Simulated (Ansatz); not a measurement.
Gas-phase electronic energies from Ansatz, PBE0-D4/def2-TZVP geometries. CCSD(T)/CBS is the MP2 limit (def2-TZVPP, def2-QZVPP) plus CCSD(T) − MP2 in def2-TZVPP, frozen cores. This one scheme is used for every species. DFT in def2-TZVPP. For Br outer-core shells are correlated without core-valence functions, which leaves a few kJ/mol of doubt a bond. Scalar relativity is left out up to krypton. One conformer a species, not always the lowest.

`N[SiH2]BF` + HBr → `FBBr` + `N[SiH3]`  (cleavage of the B–Si bond)

```
           level  ΔE (kJ/mol)
         BLYP-D4       -113.2
CCSD(T)/def2-SVP       -121.6
   HF/def2-QZVPP       -123.8
  CCSD/CBS(def2)       -117.8
```

Q: What does CCSD(T)/CBS give? (Estimate.)

A: Computed: -118.4 kJ/mol. The listed levels differ from it by 5.2, -3.2, -5.4, 0.6 kJ/mol.

Q: What do rigid-rotor, harmonic-oscillator terms from PBE0-D4/def2-TZVP frequencies (298.15 K, 1 bar) make of the CCSD(T)/CBS value? (Best estimate.)

A: Ansatz gave: ΔZPE = +6.0 kJ/mol, ΔH = -115.6 kJ/mol, ΔS = 8 J/(mol·K), ΔG = -118.1 kJ/mol.

Largest T1 diagnostic among the species: 0.013.

At CCSD(T), def2-SVP lies −3.1 kJ/mol from the extrapolated value and def2-TZVPP +0.3 kJ/mol. From BLYP to BHLYP (50 % exact exchange), in def2-TZVPP and without D4, ΔE moves by −5.5 kJ/mol.
